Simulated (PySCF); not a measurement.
**How methods differ on the excitation energy of Cl+**

Cl+ [Ne] 3s2 3p4 (3P) → Cl+ [Ne] 3s1 3p4 4s1 (5P), as a difference of total energies. All numbers are calculated (PySCF 2.14, the spin-free X2C one-electron Hamiltonian (Gaussian nucleus), in aug-cc-pCVTZ-DK (8s7p5d3f, 75 functions)). Correlated levels: valence: [Ne] frozen; valence and next inner shell: 1s2 frozen; nothing frozen. The calculations carry no spin-orbit coupling.

```json
{"method": "UHF", "excitation energy (eV)": "25.571"}
{"method": "LDA", "excitation energy (eV)": "25.916"}
{"method": "PBE", "excitation energy (eV)": "25.785"}
{"method": "PBE0", "excitation energy (eV)": "26.084"}
{"method": "r2SCAN", "excitation energy (eV)": "25.853"}
{"method": "B3LYP", "excitation energy (eV)": "26.192"}
{"method": "PW91", "excitation energy (eV)": "25.816"}
{"method": "BLYP", "excitation energy (eV)": "25.932"}
{"method": "MP2 (valence)", "excitation energy (eV)": "25.768"}
{"method": "SCS-MP2 (valence)", "excitation energy (eV)": "25.961"}
{"method": "MP2 (valence and next inner shell)", "excitation energy (eV)": "25.850"}
{"method": "SCS-MP2 (valence and next inner shell)", "excitation energy (eV)": "26.016"}
{"method": "MP2 (all electrons)", "excitation energy (eV)": "25.845"}
{"method": "SCS-MP2 (all electrons)", "excitation energy (eV)": "26.012"}
```

Task: How much does correlation contribute at MP2 (all electrons)?

Result: 25.845 − (25.571) = 0.274 eV, measured against UHF.

A first-order spin-orbit estimate (lowest level to lowest level, LS coupling) adds -0.006 eV.

The upper state lies above the first ionisation limit, where it may autoionise and the basis confines it. A Rydberg-like electron needs more diffuse functions than a valence basis has.

The promoted electron is Rydberg-like, and one or two diffuse shells describe it only roughly, which tends to raise the upper state.
